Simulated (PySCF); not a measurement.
**Substituent effects on chemical shifts**

Parent skeleton `[CH3:1][SiH2:2][CH:3]([F:4])[Cl:5]`; one hydrogen on atom 1 is replaced by X. Hydrogens on one atom are averaged.

No solvent, no relativistic terms, a single conformation, one averaged value for each set of equivalent atoms. NMR shieldings at PBE0/pcSseg-1/GIAO; geometry from GFN2-xTB; PySCF 2.14.

References, each an isolated molecule treated in the same way: TMS for ¹³C, ²⁹Si, ¹H; ¹⁹F vs CFCl3; ³⁵Cl vs HCl.

(1) Give δ (ppm) for X = C2H5, CH2CF3, CCl3, Cl, cPr, CHF2, CHCl2, CF3, CF=CF2.

(2) Which position responds most, and to which substituents?

## Answers

(1) 
```tsv
X	SMILES	C1	Si2	C3	F4	Cl5	H(C1)	H(Si2)	H(C3)
C2H5	CCC[SiH2][C@@H](F)Cl	15.4	-34.0	107.6	-185.9	216.8	0.79	4.24	6.47
CH2CF3	F[C@@H](Cl)[SiH2]CCC(F)(F)F	1.9	-34.9	106.7	-190.2	205.9	1.53	4.28	6.58
CCl3	F[C@@H](Cl)[SiH2]CC(Cl)(Cl)Cl	45.2	-39.6	106.3	-187.9	217.5	3.03	4.59	6.57
Cl	F[C@@H](Cl)[SiH2]CCl	29.7	-34.2	106.6	-192.6	218.3	3.15	4.40	6.81
cPr	F[C@H](Cl)[SiH2]CC1CC1	15.2	-39.5	107.0	-188.0	207.6	1.18	4.22	6.60
CHF2	FC(F)C[SiH2][C@H](F)Cl	22.1	-41.6	108.9	-185.3	213.9	1.46	4.48	6.78
CHCl2	F[C@@H](Cl)[SiH2]CC(Cl)Cl	30.0	-43.0	106.4	-188.7	214.1	2.25	4.77	6.62
CF3	F[C@@H](Cl)[SiH2]CC(F)(F)F	18.9	-36.2	105.5	-189.8	217.0	2.19	4.50	6.64
CF=CF2	FC(F)=C(F)C[SiH2][C@H](F)Cl	13.8	-37.4	105.7	-190.3	218.5	2.13	4.39	6.51
```

(2) C1: from 1.9 ppm with CH2CF3 to 45.2 ppm with CCl3.

Unscaled 19F shifts against computed CFCl3 carry errors that often reach 10 to 50 ppm.
